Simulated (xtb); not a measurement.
Cl₃Ti (SMILES [Cl][Ti+]([Cl])[Cl]), charge +1, singlet, geometry from GFN2-xTB (such geometries of metal compounds can be far from the true shape) (the multiplicity is a formal guess). Base run: GFN2-xTB in xtb 6.7.1.

Geometry (Å):
```xyz
4

Ti     0.1091     0.5630     0.3604
Cl     1.8019    -0.3807    -0.5000
Cl    -0.7871    -1.0740     1.3671
Cl    -1.1561     0.7262    -1.3334
```
Charge +1, spin multiplicity 1.
All else is at xtb's defaults.
Base energy -14.93626 Eh.

Variants of this job, named by their change:

```tsv
change	ΔE vs base (mEh)	HOMO-LUMO gap (eV)	G_solv (kcal/mol)	SCF cycles
base	0.000	2.14	-	13
alpb = water	-89.513	2.32	-57.75	11
etemp = 5000	-11.109	2.43	-	12
acc = 30	0.000	2.14	-	11
acc = 0.1	0.000	2.14	-	15
file = coord	0.000	2.14	-	13
gbsa = toluene	-74.087	2.22	-46.77	12
etemp = 3000	-1.047	2.19	-	13
```

ALPB and GBSA are two models with their own fitted parameters for each solvent, which aren't always the measured dielectric constant.
